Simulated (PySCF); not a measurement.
## Radial density of Sr(20+) (strontium, charge +20)

UHF, [Ar], closed-shell 1S. Calculation: PySCF 2.14, in an uncontracted even-tempered set (17 s from 2.1 bohr⁻², ratio 2.5; 11 p from 2.7 bohr⁻², ratio 2.5; 5 d from 14 bohr⁻², ratio 2.7; 4 f from 21 bohr⁻², ratio 2.7); no relativity, point nucleus.

| r (bohr) | 4πr²ρ (e/bohr) |
| --- | --- |
| 0.000580 | 0.1542 |
| 0.000975 | 0.4233 |
| 0.00164 | 1.139 |
| 0.00276 | 2.959 |
| 0.00464 | 7.259 |
| 0.00780 | 16.16 |
| 0.0131 | 30.62 |
| 0.0221 | 44.66 |
| 0.0371 | 45.17 |
| 0.0625 | 40.44 |
| 0.105 | 54.77 |
| 0.177 | 39.14 |
| 0.297 | 19.99 |
| 0.500 | 18.50 |
| 0.841 | 1.203 |
| 1.41 | 0.003163 |

A non-relativistic calculation at this Z misses sizeable relativistic shifts.
